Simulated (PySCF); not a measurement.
C₆H₁₄Se, triplet, at the geometry of the source list (a higher spin typed on purpose: for a closed-shell molecule this is an excited state) (in this run its highest filled SCF level lies above zero, so its values depend strongly on the basis, on diffuse functions most of all), atoms displaced at random by about 0.03 Å a coordinate. Base run: TPSS/STO-3G, gradient run with PySCF.

Here is a job for PySCF.
```python
from pyscf import gto, scf, dft

mol = gto.Mole()
mol.atom = '''
    C     2.01649030    1.05991665    0.30810198
    C     1.50007696   -0.35449733    0.30326188
    C     2.63555252   -1.33019543   -0.00426388
    Se    0.00776742   -0.65908184   -1.08529663
    C    -1.57618734    0.00548225    0.07448275
    C    -1.80733102    1.46417124   -0.22407514
    C    -2.69528720   -0.87636299   -0.22585541
    H     2.46284848    1.28928210   -0.68529582
    H     2.76476937    1.16425487    1.00092948
    H     1.21637935    1.76898253    0.50837661
    H     1.06733382   -0.61235684    1.22436342
    H     2.25444247   -2.39446479    0.00960370
    H     3.48805146   -1.19823945    0.68310839
    H     2.92615778   -1.23808655   -1.11491578
    H    -1.18619233   -0.12675124    1.05849769
    H    -0.98488674    2.07172217    0.01937093
    H    -2.11428541    1.62077702   -1.33178866
    H    -2.65117136    1.75241738    0.38315624
    H    -2.52125282   -1.97535753   -0.01456523
    H    -3.05516671   -0.79169410   -1.30223584
    H    -3.56276220   -0.62917570    0.46423817
'''
mol.basis = 'sto-3g'
mol.spin = 2
mol.verbose = 4
mol.build()

mf = dft.UKS(mol)
mf.xc = 'tpss'
mf.kernel()
g = mf.nuc_grad_method()
grad = g.kernel()
```

The coordinate followed is z of atom 20.

The base run was repeated with changes; each row names its change, and settings that it needs were set with it.

```json
[
 {"change": "base", "dE/dx (Eh/bohr)": "-0.020931", "net force (Eh/bohr)": "0.000125"},
 {"change": "finite difference step (bohr) = 1e-3; conv_tol = 1e-11", "dE/dx (Eh/bohr)": "-0.020930", "net force (Eh/bohr)": "-"},
 {"change": "grids.level = 1; grid_response = off", "dE/dx (Eh/bohr)": "-0.020938", "net force (Eh/bohr)": "0.000770"},
 {"change": "conv_tol = 1e-6", "dE/dx (Eh/bohr)": "-0.020953", "net force (Eh/bohr)": "0.000125"},
 {"change": "grids.level = 0; grid_response = off", "dE/dx (Eh/bohr)": "-0.021161", "net force (Eh/bohr)": "0.020007"},
 {"change": "grids.level = 1; grid_response = on", "dE/dx (Eh/bohr)": "-0.020929", "net force (Eh/bohr)": "0.000000"},
 {"change": "grids.level = 0; grid_response = on", "dE/dx (Eh/bohr)": "-0.020246", "net force (Eh/bohr)": "0.000000"},
 {"change": "density fitting = on", "dE/dx (Eh/bohr)": "-0.020918", "net force (Eh/bohr)": "0.000125"},
 {"change": "finite difference step (bohr) = 1e-4; conv_tol = 1e-11", "dE/dx (Eh/bohr)": "-0.020930", "net force (Eh/bohr)": "-"},
 {"change": "finite difference step (bohr) = 1e-5; conv_tol = 1e-11", "dE/dx (Eh/bohr)": "-0.020930", "net force (Eh/bohr)": "-"}
]
```

The net force is zero for an exact gradient.

Open shells are given as the SCF converged; they aren't shown to be the lowest states, and a large step between rows can be another state.
